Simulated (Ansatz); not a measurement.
`C#[C][GeH2][F]` + H–F → `[F][GeH2][F]` + acetylene at 298.15 K and 1 bar (ligand exchange at a Ge–C bond).

Calculated with Ansatz (gas phase, PBE0-D4/def2-TZVP geometries, no zero-point term in ΔE). CCSD(T)/CBS is the MP2 limit (def2-TZVPP, def2-QZVPP) plus CCSD(T) − MP2 in def2-TZVPP, frozen cores. This one scheme is used for every species. For Ge outer-core shells are correlated without core-valence functions, which leaves a few kJ/mol of doubt a bond. Scalar relativity is left out up to krypton.

| species | CCSD(T)/CBS energy (Eh) | H − E (kJ/mol) | S (J/(mol·K)) |
| --- | --- | --- | --- |
| `C#[C][GeH2][F]` | -2253.77838 | 114.3 | 313.0 |
| H–F | -100.39570 | 33.5 | 173.6 |
| `[F][GeH2][F]` | -2276.96403 | 66.9 | 277.3 |
| `C#C` | -77.22717 | 80.8 | 200.2 |

H − E and S are ideal-gas, rigid-rotor, harmonic terms from PBE0-D4/def2-TZVP. 1 Eh = 2625.50 kJ/mol, R = 8.31446 J/(mol·K).

Task: By hand: ΔE, ΔH, ΔS and ΔG.

Result: ΔE = (-2276.96403) + (-77.22717) − (-2253.77838) − (-100.39570) = -0.01712 Eh = -44.9 kJ/mol. Δ(H − E) = 66.9 + 80.8 − 114.3 − 33.5 = -0.1, so ΔH = -45.0 kJ/mol. ΔS = 277.3 + 200.2 − 313.0 − 173.6 = -9.1 J/(mol·K). ΔG = -45.0 − 298.15 × (-9.1)/1000 = -42.3 kJ/mol.

Task: By hand: the equilibrium constant, and the temperature at which ΔG would vanish if ΔH and ΔS stayed fixed.

Result: log₁₀ K = −ΔG/(RT ln 10) = 7.4. ΔG = 0 at ΔH/ΔS = 4945 K, far beyond where these terms or the molecules hold.

The number of gas molecules stays the same, so ΔS is small and ΔH decides. A doubt of 5 kJ/mol in ΔE shifts log₁₀ K by 0.9 here. These are equilibria of isolated gas molecules and say nothing of rates. Largest T1 diagnostic: 0.013 (customary marks: 0.02 for closed shells, 0.045 for open ones).
